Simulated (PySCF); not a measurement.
# SMILES C=C[C@@H]1C(C)=C[C@H]1C, C₈H₁₂

Molfile (atoms numbered from 1):
```
C8H12
     RDKit          3D

 20 20  0  0  0  0  0  0  0  0999 V2000
    2.4713   -1.1088    0.6948 C   0  0  0  0  0  0  0  0  0  0  0  0
    1.3462   -0.4393    0.8692 C   0  0  0  0  0  0  0  0  0  0  0  0
    0.2808   -0.3032   -0.1583 C   0  0  2  0  0  0  0  0  0  0  0  0
   -0.1451    1.1251   -0.4613 C   0  0  0  0  0  0  0  0  0  0  0  0
    0.6531    2.2426   -1.0161 C   0  0  0  0  0  0  0  0  0  0  0  0
   -1.3917    0.9507   -0.0300 C   0  0  0  0  0  0  0  0  0  0  0  0
   -1.1908   -0.4977    0.3398 C   0  0  1  0  0  0  0  0  0  0  0  0
   -2.0176   -1.5103   -0.4337 C   0  0  0  0  0  0  0  0  0  0  0  0
    2.6829   -1.6273   -0.2264 H   0  0  0  0  0  0  0  0  0  0  0  0
    3.2263   -1.1703    1.4601 H   0  0  0  0  0  0  0  0  0  0  0  0
    1.1548    0.0787    1.8008 H   0  0  0  0  0  0  0  0  0  0  0  0
    0.5207   -0.8958   -1.0435 H   0  0  0  0  0  0  0  0  0  0  0  0
    0.0388    3.1325   -1.1339 H   0  0  0  0  0  0  0  0  0  0  0  0
    1.0682    1.9652   -1.9851 H   0  0  0  0  0  0  0  0  0  0  0  0
    1.4887    2.4696   -0.3535 H   0  0  0  0  0  0  0  0  0  0  0  0
   -2.2597    1.5821    0.0318 H   0  0  0  0  0  0  0  0  0  0  0  0
   -1.2549   -0.7005    1.4119 H   0  0  0  0  0  0  0  0  0  0  0  0
   -1.6469   -2.5184   -0.2590 H   0  0  0  0  0  0  0  0  0  0  0  0
   -1.9720   -1.3004   -1.5004 H   0  0  0  0  0  0  0  0  0  0  0  0
   -3.0583   -1.4638   -0.1186 H   0  0  0  0  0  0  0  0  0  0  0  0
  1  2  2  0
  2  3  1  0
  3  4  1  0
  4  5  1  0
  4  6  2  0
  6  7  1  0
  7  8  1  0
  7  3  1  0
  1  9  1  0
  1 10  1  0
  2 11  1  0
  3 12  1  6
  5 13  1  0
  5 14  1  0
  5 15  1  0
  6 16  1  0
  7 17  1  1
  8 18  1  0
  8 19  1  0
  8 20  1  0
M  END
```

Method: PySCF, TDDFT BHandHLYP/def2-SVPD circular dichroism and optical rotation, one conformer, gas phase. Geometry: GFN2-xTB.

The molecule is flexible and this is one conformer; a measurement averages over conformers. States above about 7.8 eV (minus the energy of the highest occupied orbital) lie near or above the ionisation threshold and depend on the basis.

(1) Draw the ECD and absorption spectra from the lowest 12 states, each a Gaussian of half-width 0.25 eV at 1/e height.

Answers

(1) 
| E (eV) | λ (nm) | Δε (L mol⁻¹ cm⁻¹) | ε (L mol⁻¹ cm⁻¹) |
| --- | --- | --- | --- |
| 6.26 | 198 | -1.40 | 327 |
| 6.36 | 195 | -5.92 | 1380 |
| 6.46 | 192 | -18.24 | 4260 |
| 6.56 | 189 | -41.10 | 9570 |
| 6.66 | 186 | -68.16 | 15800 |
| 6.76 | 183 | -84.30 | 19600 |
| 6.86 | 181 | -79.23 | 19400 |
| 6.96 | 178 | -56.95 | 17000 |
| 7.06 | 176 | -27.85 | 15700 |
| 7.16 | 173 | +2.50 | 16400 |
| 7.26 | 171 | +33.79 | 18500 |
| 7.36 | 169 | +64.16 | 21300 |
| 7.46 | 166 | +84.42 | 23500 |
| 7.56 | 164 | +82.53 | 23600 |
| 7.66 | 162 | +57.51 | 20000 |
| 7.76 | 160 | +23.63 | 14200 |
| 7.86 | 158 | -3.19 | 8890 |

Δε uses R in velocity form, ε uses f in length form. Only the states computed contribute, so the short-wavelength end is incomplete.
